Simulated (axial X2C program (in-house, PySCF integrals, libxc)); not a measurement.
H or C: which binds elements of chip processing more strongly?

Computed with an in-house all-electron X2C program for linear molecules (integrals from PySCF), spin-free (one-electron X2C) or two-component (2c: spin–orbit coupling with atomic mean-field Coulomb and Gaunt terms, which also bring small scalar terms), in Dyall basis sets with cores contracted in-house; open shells are unrestricted.

Level PBE0, spin-free. Dyall triple-zeta sets: BH v3z/v3z; BC v3z/v3z; SiH v3z/v3z; SiC v3z/v3z; PH v3z/v3z; PC v3z/v3z; GaH cv3z/v3z; GaC cv3z/v3z; GeH cv3z/v3z; GeC cv3z/v3z; AsH cv3z/v3z; AsC cv3z/v3z; RuH cv3z/v3z; RuC cv3z/v3z; InH cv3z/v3z; InC cv3z/v3z; SnH cv3z/v3z; SnC cv3z/v3z.

Diatomic bonds are a first guide to the radicals met in plasma etching, cleaning and deposition, though surfaces and higher halides or oxides behave in their own way.

```csv
element M,state of MH,Re MH (Å),D0 MH (eV),state of MC,Re MC (Å),D0 MC (eV)
B,"M_S = 0, Λ = 0",1.241,3.35,"M_S = 3/2, Λ = 0",1.478,4.63
Si,"M_S = 1/2, Λ = 1",1.536,2.88,"M_S = 1, Λ = 1",1.718,4.21
P,"M_S = 1, Λ = 0",1.431,3.03,"M_S = 1/2, Λ = 0",1.555,5.16
Ga,"M_S = 0, Λ = 0",1.674,2.74,"M_S = 3/2, Λ = 0",1.994,3.26
Ge,"M_S = 1/2, Λ = 1",1.597,2.69,"M_S = 1, Λ = 1",1.791,3.73
As,"M_S = 1, Λ = 0",1.528,2.74,"M_S = 1/2, Λ = 0",1.660,4.29
Ru,"M_S = 3/2, Λ = 0",1.583,2.65,"M_S = 0, Λ = 0",1.576,5.98
In,"M_S = 0, Λ = 0",1.849,2.54,"M_S = 3/2, Λ = 0",2.200,2.94
Sn,"M_S = 1/2, Λ = 1",1.779,2.46,"M_S = 1, Λ = 1",2.008,3.09
```

(1) Work out the energy at 0 K of MH + C → MC + H for each element.

(2) For which element is the exchange to C most and for which least favourable, and what is the energy of RuH + InC → RuC + InH?

Each entry is the lowest single determinant of a limited PBE0 search at one distance. D0 = De minus the zero-point energy; De goes to single-determinant-based atoms at the same level (for ions the charge split of lowest energy) and is withheld (n/a) where an atom does not fit its ground term or J level. Main or longest-lived isotopes. One determinant is a doubtful description, or other states lie close, for BC, SiC, PC, GeC, AsH, AsC, RuH, RuC, SnC; these need not be ground states, and all values refer to the states named. The functionals have no current term, which raises determinants with orbital currents. These D0 were not checked against measured values; triple-zeta sets, frozen cores and single determinants leave errors of some tenths of an eV, more for transition metals.

Results:

(1) ΔE = D0(MH) − D0(MC) at PBE0, spin-free: B -1.28, Si -1.33, P -2.13, Ga -0.52, Ge -1.04, As -1.55, Ru -3.33, In -0.40, Sn -0.63 eV (negative: the exchange gives off energy).

(2) Ru most (-3.33 eV), In least (-0.40 eV; too close to rank against Ga). The atoms cancel in the double exchange: ΔE = -3.33 − (-0.40) = -2.93 eV, a figure less sensitive to errors in the atoms than D0 itself.
